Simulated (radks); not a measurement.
Excited configurations of the dysprosium ion Dy3+: one electron is placed in a higher orbital outside [Xe] 4f8. The ground configuration is [Xe] 4f9. All-electron calculation, Dirac Kohn-Sham, PBEsol, spin-unpolarised, spherical densities, finite nucleus; open shells fill j = l - 1/2 first; Fermi nuclear charge, rms radius 5.2218 fm. Program: a radial shooting solver on a logarithmic mesh with Libxc functionals. Excitation = E - E(ground); binding = E(ion) - E, where the ion is the core of charge +4; n* = 4/sqrt(2 binding) in atomic units, and the quantum defect is n - n*.

5d3/2: excitation (eV) 11.600; binding (eV) 32.464; n* 2.590; eigenvalue (eV) -26.978; <r> (bohr) 2.006
5f5/2: excitation (eV) 29.947; binding (eV) 14.116; n* 3.927; eigenvalue (eV) -11.776; <r> (bohr) 4.200
6s1/2: excitation (eV) 15.045; binding (eV) 29.018; n* 2.739; eigenvalue (eV) -25.490; <r> (bohr) 2.924
6p1/2: excitation (eV) 20.349; binding (eV) 23.715; n* 3.030; eigenvalue (eV) -20.737; <r> (bohr) 3.343
6d3/2: excitation (eV) 28.246; binding (eV) 15.817; n* 3.710; eigenvalue (eV) -13.809; <r> (bohr) 4.608
7p1/2: excitation (eV) 30.609; binding (eV) 13.455; n* 4.022; eigenvalue (eV) -11.940; <r> (bohr) 6.006
7d3/2: excitation (eV) 34.188; binding (eV) 9.876; n* 4.695; eigenvalue (eV) -8.713; <r> (bohr) 7.755
7f5/2: excitation (eV) 37.515; binding (eV) 6.548; n* 5.766; eigenvalue (eV) -5.781; <r> (bohr) 11.20

The Delta-SCF ionisation energy is 44.063 eV (NIST Atomic Spectra Database: 41.2 eV, semi-empirical). Self-interaction in the functional shifts the binding energies and quantum defects, so they are the method's values and not measured ones. Spin polarisation and multiplet splitting are left out, so open shells lie too high by an amount that depends on their filling.

Beside tabulated values, note that spin-unpolarised runs miss the spin-polarisation part of the exchange energy of open shells.
